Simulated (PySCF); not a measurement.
All of these have the formula C5H12GeO2. Theory: TDDFT B3LYP/def2-SVPD, vertical, gas phase, core orbitals frozen in the response (PySCF 2.14.0, density-fitted response routines). Geometries: PBE0-D3(BJ)/def2-SVP; one conformer of each isolated species. Triplets are in the Tamm–Dancoff approximation. 'Strongest' means the level of largest summed f among the lowest 10 singlets; it needn't be the same kind of state in each. Relativistic effects are left out although some hold elements past zinc.

Question: Rank by computed HOMO–LUMO gap, lowest first.
A. `C[O][GeH]([O]C)[CH]1CC1`
B. `CCC[C@@H]1C[O][GeH2][O]1`
C. `CC[C@@H]1C[O][Ge@H]([CH3])[O]1`
D. `C=[C](C)[GeH]([O]C)[O]C`

Answer: D (6.78 eV), B (7.08 eV), C (7.50 eV), A (7.74 eV).

```csv
SMILES,gap (eV),HOMO (eV),strongest (eV),LUMO (eV),S1 (eV),α (au),S1 mainly
C=[C](C)[GeH]([O]C)[O]C,6.78,-7.46,6.68,-0.68,5.76,99.6,H→L (95%)
CCC[C@@H]1C[O][GeH2][O]1,7.08,-7.46,7.01,-0.38,6.08,94.7,H→L (99%)
CC[C@@H]1C[O][Ge@H]([CH3])[O]1,7.50,-7.30,7.23,0.20,6.49,94.7,H→L (93%)
C[O][GeH]([O]C)[CH]1CC1,7.74,-7.40,7.16,0.34,6.74,96.9,H→L (88%)
```

H and L stand for HOMO and LUMO.

Without π bonds the low states are Rydberg-like; a valence basis with one diffuse set may place them up to an eV too high.
